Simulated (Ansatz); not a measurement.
Basis sets compared for the cluster Si3Mo⁺ (the lowest doublet isomer of a short search). The state is a doublet with charge 1. Geometry r2SCAN-D4/def2-SVP. Ansatz on 4 threads of Arm Neoverse V2 on a shared host; times are rough, and most runs start from earlier orbitals.

Cartesian coordinates in Å:
```
Mo -1.2054 0.5982 0.0313
Si 1.0077 0.6957 0.8354
Si -0.2443 -1.3920 0.6004
Si 0.4421 0.0981 -1.4671
```

In the def2 sets Mo takes a core potential; there is no spin–orbit coupling. At PBE0-D4/def2-SVP, PBE0-D4/def2-TZVP the charge 1 doublet is spin-contaminated (final ⟨S²⟩ up to 0.85, 0.75 for a pure state). The structure comes from a short search, and lower isomers may exist.

| level | functions | energy (Eh) | HOMO (eV) | LUMO (eV) | wall time |
| --- | --- | --- | --- | --- | --- |
| PBE-D4/def2-SVP | 85 | -935.6691 | -10.51 | -10.19 | 2.2 s |
| PBE0-D4/def2-SVP | 85 | -935.6731 | -11.48 | -9.21 | 2.9 s |

(1) Estimate the rows for PBE-D4/def2-TZVP, PBE0-D4/def2-TZVP (with forces).

## Answers

(1) 
```csv
level,functions,energy (Eh),HOMO (eV),LUMO (eV),wall time
PBE-D4/def2-TZVP,151,-935.9980,-10.37,-10.03,3.8 s
PBE0-D4/def2-TZVP (with forces),151,-936.0011,-11.32,-9.01,14 s
```
